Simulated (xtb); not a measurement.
xtb input (GFN2-xTB):

```bash
xtb mol.xyz --gfn 2 --ohess tight --chrg 0 --uhf 0
```
mol.xyz:
```
4

Cr    -0.03310340    -0.01046400    -0.03057665
O     -1.09201687    -1.12607494    -0.11459326
O     -0.09941378     1.26308048    -0.96710007
O      1.17588760    -0.11051561     1.01236266
```

End of the output:

```
   ------------------------------------------------------------------------

   temp. (K)  partition function   enthalpy   heat capacity  entropy
                                   cal/mol     cal/K/mol   cal/K/mol   J/K/mol
 298.15  VIB   2.83                  817.387      5.157      4.811
         ROT  0.794E+04              888.752      2.981     20.826
         INT  0.225E+05             1706.139      8.138     25.637
         TR   0.967E+27             1481.254      4.968     39.700
         TOT                        3187.3929    13.1061    65.3365   273.3678

       T/K    H(0)-H(T)+PV         H(T)/Eh          T*S/Eh         G(T)/Eh
   ------------------------------------------------------------------------
    298.15    0.507943E-02    0.121963E-01    0.310435E-01   -0.188472E-01
   ------------------------------------------------------------------------

         :::::::::::::::::::::::::::::::::::::::::::::::::::::
         ::                  THERMODYNAMIC                  ::
         :::::::::::::::::::::::::::::::::::::::::::::::::::::
         :: total free energy         -14.119072490388 Eh   ::
         ::.................................................::
         :: total energy              -14.100225279806 Eh   ::
         :: zero point energy           0.007116818101 Eh   ::
         :: G(RRHO) w/o ZPVE           -0.025964028684 Eh   ::
         :: G(RRHO) contrib.           -0.018847210583 Eh   ::
         :::::::::::::::::::::::::::::::::::::::::::::::::::::
imag cut-off (cm-1) :    5.00
 found            1  significant imaginary frequency
 writing imag mode distorted coords to xtbhess.xyz
 for further optimization.

optimized geometry written to: xtbopt.xyz

           -------------------------------------------------
          | TOTAL ENERGY              -14.100225279806 Eh   |
          | TOTAL ENTHALPY            -14.088029027727 Eh   |
          | TOTAL FREE ENERGY         -14.119072490388 Eh   |
          | GRADIENT NORM               0.000234315053 Eh/α |
          | HOMO-LUMO GAP               0.028106620356 eV   |
           -------------------------------------------------

------------------------------------------------------------------------
------------------------------------------------------------------------
 total:
 SCF:
 ANC optimizer:
 analytical hessian:
```
